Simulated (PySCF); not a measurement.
**N⁺: excitation energy**

N⁺ [He] 2s2 2p2 (3P) → N⁺ [He] 2s1 2p3 (5S), as a difference of total energies. Calculation: PySCF 2.14, in aug-cc-pCVQZ-DK (9s8p6d4f2g, 109 functions); the spin-free X2C one-electron Hamiltonian (Gaussian nucleus). Correlated levels: valence: 1s2 frozen; valence and next inner shell: nothing frozen. The calculations carry no spin-orbit coupling.

```tsv
method	excitation energy (eV)	error (eV)
UHF	4.023	-1.767
LDA	5.707	-0.083
PBE	5.815	+0.025
PBE0	5.660	-0.130
r2SCAN	5.080	-0.710
wB97X	5.602	-0.188
MN15	5.807	+0.017
TPSSh	6.044	+0.254
MP2 (valence)	5.353	-0.437
SCS-MP2 (valence)	5.992	+0.202
MP2 (valence and next inner shell)	5.341	-0.449
SCS-MP2 (valence and next inner shell)	5.983	+0.193
```

Reference: 5.790 eV (measured; NIST levels, between the centres of gravity of the two terms).

Errors of the correlated levels include the incompleteness of this basis and the frozen core.
